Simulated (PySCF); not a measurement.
Shapes and spin states of WCl2

These are results of PBE0 in PySCF with W def2-TZVP with ECP60, Cl def2-TZVP; scalar-relativistic core potentials, no spin–orbit coupling; density-fitted integrals, not measurements.

Relaxations began from a few typed shapes and spin states; open shells are unrestricted. The search is not exhaustive: other isomers or separated fragments can lie lower, and high-lying points may rest on an excited occupation.

```csv
spin,group,bonds,angles,imaginary modes (cm⁻¹),ΔE (kJ/mol),ΔE with ZPE (kJ/mol)
quintet,C2v,W–Cl 2.267 Å (×2),Cl–W–Cl 141.3°,none,0.0,0.0
quintet,D∞h,W–Cl 2.281 Å (×2),Cl–W–Cl 180.0°,52i,6.5,–
triplet,D∞h,W–Cl 2.208 Å (×2),Cl–W–Cl 180.0°,none,55.8,56.2
broken-symmetry Ms = 0 (⟨S²⟩ 1.00),D∞h,W–Cl 2.207 Å (×2),Cl–W–Cl 180.0°,none,80.8,81.2
"singlet (closed shell, unstable to spin polarisation)",D∞h,W–Cl 2.205 Å (×2),Cl–W–Cl 180.0°,none,146.0,146.3
```

The lowest minimum found is the quintet C2v: W–Cl 2.267 Å (×2); Cl–W–Cl 141.3°.

Formally W is in oxidation state +2, d4, with 4 unpaired electrons (the high-spin count). The Mulliken spin on W is 4.02. The polar-tensor charge on W, 1.10, is far below the formal one.

For the lowest minimum: open d and f shells are described by one determinant, and the ground state may have another occupation or spin. No spin–orbit coupling is included, which matters more the heavier the element.

The electron or spin density has lower symmetry than the nuclear frame for the quintet D∞h at 6.5 kJ/mol, broken-symmetry Ms = 0 (⟨S²⟩ 1.00) D∞h at 80.8 kJ/mol.
